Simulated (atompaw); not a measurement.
**Reading a pseudo-wave (hafnium)**

Columns: radius, all-electron u(r) and pseudo u(r) of the 5s shell (level -67.02 eV) of hafnium in the configuration [Kr] 4d10 4f14 5s2 5p6 5d2 6s2 6p0; PBE, scalar-relativistic, PAW (atompaw) scheme, atompaw 4.2.0.5.

```json
{"r (bohr)": "0.115", "all-electron": "0.2412", "pseudo": "0.2481"}
{"r (bohr)": "0.231", "all-electron": "0.0313", "pseudo": "0.4860"}
{"r (bohr)": "0.346", "all-electron": "-0.5714", "pseudo": "0.6981"}
{"r (bohr)": "0.462", "all-electron": "-0.4094", "pseudo": "0.8781"}
{"r (bohr)": "0.577", "all-electron": "0.1083", "pseudo": "1.0156"}
{"r (bohr)": "0.692", "all-electron": "0.5969", "pseudo": "1.1079"}
{"r (bohr)": "0.808", "all-electron": "0.9235", "pseudo": "1.1539"}
{"r (bohr)": "0.923", "all-electron": "1.0802", "pseudo": "1.1547"}
{"r (bohr)": "1.038", "all-electron": "1.1109", "pseudo": "1.1155"}
{"r (bohr)": "1.154", "all-electron": "1.0596", "pseudo": "1.0430"}
{"r (bohr)": "1.269", "all-electron": "0.9631", "pseudo": "0.9473"}
{"r (bohr)": "1.385", "all-electron": "0.8456", "pseudo": "0.8366"}
{"r (bohr)": "1.500", "all-electron": "0.7254", "pseudo": "0.7219"}
{"r (bohr)": "1.615", "all-electron": "0.6112", "pseudo": "0.6104"}
{"r (bohr)": "1.731", "all-electron": "0.5072", "pseudo": "0.5072"}
{"r (bohr)": "1.846", "all-electron": "0.4171", "pseudo": "0.4171"}
{"r (bohr)": "1.962", "all-electron": "0.3395", "pseudo": "0.3395"}
{"r (bohr)": "2.077", "all-electron": "0.2749", "pseudo": "0.2749"}
{"r (bohr)": "2.192", "all-electron": "0.2215", "pseudo": "0.2215"}
{"r (bohr)": "2.308", "all-electron": "0.1773", "pseudo": "0.1773"}
{"r (bohr)": "2.423", "all-electron": "0.1417", "pseudo": "0.1417"}
{"r (bohr)": "2.538", "all-electron": "0.1129", "pseudo": "0.1129"}
{"r (bohr)": "2.654", "all-electron": "0.0895", "pseudo": "0.0895"}
{"r (bohr)": "2.769", "all-electron": "0.0710", "pseudo": "0.0710"}
{"r (bohr)": "2.885", "all-electron": "0.0561", "pseudo": "0.0561"}
{"r (bohr)": "3.000", "all-electron": "0.0443", "pseudo": "0.0443"}
```

**Question.** How many radial nodes do the two functions have?

**Answer.** The all-electron 5s function has n − l − 1 = 4 (the table is too coarse to show those close to the nucleus); the pseudo-wave has 0, since the states of the same l below it are removed with the core.

**Question.** At about which radius was the pseudo-wave matched?

**Answer.** 1.90 bohr. The columns agree to 0.0005 from 1.73 bohr on; several derivatives are matched, so the curves merge somewhat inside the radius.

**Question.** Where does each function peak?

**Answer.** Outermost all-electron maximum near 1.04 bohr, pseudo maximum near 0.92 bohr (to the table’s step).

**Question.** Is the pseudo-wave norm-conserving?

**Answer.** No, it belongs to a PAW set: the norm inside the radius is not constrained, and the difference is carried by the augmentation charge.
